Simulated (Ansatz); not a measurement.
C4H12Si, triplet, at the geometry of the source list (a higher spin typed on purpose: for a closed-shell molecule this is an excited state). Base run: HF/def2-SV(P) (Ansatz, an electronic-structure program).

Geometry (Å):
```xyz
17

C     -0.4085    -1.2131    -1.4162
Si     0.0000     0.0000     0.0000
C      0.0082     1.7859    -0.6743
C     -1.3183    -0.1562     1.3718
C      1.7187    -0.4166     0.7188
H     -1.3823    -1.0036    -1.8487
H     -0.4214    -2.2409    -1.0661
H      0.3238    -1.1499    -2.2155
H      0.2378     2.5035     0.1076
H     -0.9572     2.0561    -1.0918
H      0.7489     1.9098    -1.4586
H     -2.3105     0.0747     0.9958
H     -1.3496    -1.1626     1.7784
H     -1.1155     0.5221     2.1951
H      1.7489    -1.4283     1.1122
H      2.4941    -0.3373    -0.0373
H      1.9830     0.2564     1.5289
```
Charge 0, spin multiplicity 3.
Orbitals are unrestricted.
All else is at Ansatz's defaults.
Base energy -446.85953 Eh.

The base run was repeated with changes; each row names its change, and settings that it needs were set with it.

| change | ΔE vs base (mEh) |
|---|---|
| base | 0.000 |
| point_charge = charge:0.5 position_ang:4.7142, -2.5343, 1.339 | -8.168 |
| forces = on | 0.000 |
| accuracy = high | -0.003 |
| lower_state_search = full | 0.000 |
| point_charge = charge:1.0 position_ang:4.1213, 3.6643, 0.1629 | -14.014 |
| lower_state_search = light | 0.000 |
| lower_state_search = off | 0.006 |
| fitting.mean_field = cc-pVTZ-JKFIT | 0.040 |
| point_charge = charge:-1.0 position_ang:-0.0011, 3.6622, -4.1263 | -10.991 |
| fitting.mean_field = def2-universal-JKFIT | 0.030 |
